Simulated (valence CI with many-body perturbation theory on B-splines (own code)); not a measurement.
**Questions on Dy59+**

Computed by configuration interaction combined with many-body perturbation theory (CI+MBPT): five valence electrons over a frozen Dirac-Fock core [He], radial functions for each j: 9 s, 9 p, 8 d, 6 f, 3 g, 1 h, with the one-electron correlation potential Σ1 (screened to all orders), the two-electron term Σ2, the three-electron term Σ3, Breit, model QED; selected single and double excitations, second order for the rest, scaled by the run's own slope (own B-spline code, finite nucleus).

No measured spectrum was set against this ion. As an estimate, large intervals hold to a few tenths of a per cent, small ones and those within an open d or f shell to about a per cent. Among the levels kept, up to 4100 cm⁻¹ of a level comes from second order outside the variational space, and about a tenth of that is noise between levels of different J, which matters for small intervals.

Levels are named by their leading jj configuration (3d3/2^4 stands for four electrons in 3d with j = 3/2), which in mixed levels can hold well under half, so a name can repeat and another be missing.

Rates and lifetimes use the calculated energies. Strong lines usually hold to 10 to 20 %, long lifetimes can be off by a factor of two.

**Question.** What is the ground level?

**Answer.** (2s^2 2p1/2^2 2p3/2) J=3/2, composition 48 % 2s²2p³ ²P° + 27 % 2s²2p³ ²D° + 25 % 2s²2p³ ⁴S°, g = 1.327.

**Question.** Name the longest-lived excited levels whose lifetime is computed, and their main decay.

**Answer.** (2s^2 2p1/2 2p3/2^2) J=5/2 at 837.7 eV lives 1.13 ns, mostly by M1 to (2s^2 2p1/2^2 2p3/2) J=3/2; (2s^2 2p1/2 2p3/2^2) J=1/2 at 881.1 eV lives 330 ps, mostly by M1 to (2s^2 2p1/2^2 2p3/2) J=3/2; (2s^2 2p1/2 2p3/2^2) J=3/2 at 815.3 eV lives 192 ps, mostly by M1 to (2s^2 2p1/2^2 2p3/2) J=3/2.

**Question.** Among levels below 8447.8 eV, which E1 lines absorb most strongly from the ground level?

**Answer.** to (2s^2 2p1/2^2 3d5/2) J=5/2 at 0.1660 nm, f = 0.545; to (2s^2 2p1/2 2p3/2 3d3/2) J=5/2 at 0.1502 nm, f = 0.494; to (2s^2 2p1/2 2p3/2 3d3/2) J=3/2 at 0.1501 nm, f = 0.252.

**Question.** Where does the other parity begin?

**Answer.** At (2s 2p1/2^2 2p3/2^2) J=5/2, 1105.8 eV.

**Question.** What are the static dipole polarisabilities of the lowest levels?

**Answer.** (2s^2 2p1/2^2 2p3/2) J=3/2 0.000129 (tensor 2.6e-05) bohr³, of which the core gives 3.74e-07.
